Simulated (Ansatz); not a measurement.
`[NH2][GeH2][OH]`, 8 atoms. Charge 0, multiplicity 1. Correlated methods include outer-core shells of Ge, which these sets cover unevenly. Scalar relativity is left out up to krypton. All runs use 2 threads of an Arm Neoverse V1 on a shared host. Correlated methods freeze the cores.

Q: Give the basis size and wall time and peak host memory of each of these runs in Ansatz. RKS PBE0-D4/def2-SVP energy; RKS PBE0-D4/def2-TZVP frequencies; RHF-MP2/def2-QZVPP energy; RHF-CCSD(T)/def2-TZVPP energy; RKS PBE0-D4/def2-QZVPP energy; RKS SPW92 (LDA)/def2-TZVPP energy; RKS r2SCAN0-D4/def2-TZVPP energy; RHF-CCSD(T)/def2-SVP energy; RKS ωB97M-V/def2-SVP energy; RKS ωB97M-V/def2-QZVPP energy; RKS BLYP-D4/def2-TZVPP energy; RKS PBE0-D4/def2-TZVP relaxation (7 steps). (An estimate is asked.)

A: Computed: Other jobs shared the machine, so times are rough.

```tsv
level	job	functions	wall time	peak host memory (GiB)
RKS SPW92 (LDA)/def2-TZVPP	energy	180	1.1 s	0.18
RKS PBE0-D4/def2-SVP	energy	85	1.3 s	0.16
RKS BLYP-D4/def2-TZVPP	energy	180	1.9 s	0.18
RHF-CCSD(T)/def2-SVP	energy	85	3.7 s	0.27
RKS r2SCAN0-D4/def2-TZVPP	energy	180	4.9 s	0.39
RKS ωB97M-V/def2-SVP	energy	85	5.5 s	0.23
RKS PBE0-D4/def2-QZVPP	energy	353	7.5 s	0.92
RHF-MP2/def2-QZVPP	energy	353	17 s	1.4
RKS ωB97M-V/def2-QZVPP	energy	353	18 s	1.1
RKS PBE0-D4/def2-TZVP	relaxation (7 steps)	140	21 s	0.29
RHF-CCSD(T)/def2-TZVPP	energy	180	65 s	1.8
RKS PBE0-D4/def2-TZVP	frequencies	140	89 s	0.28
```
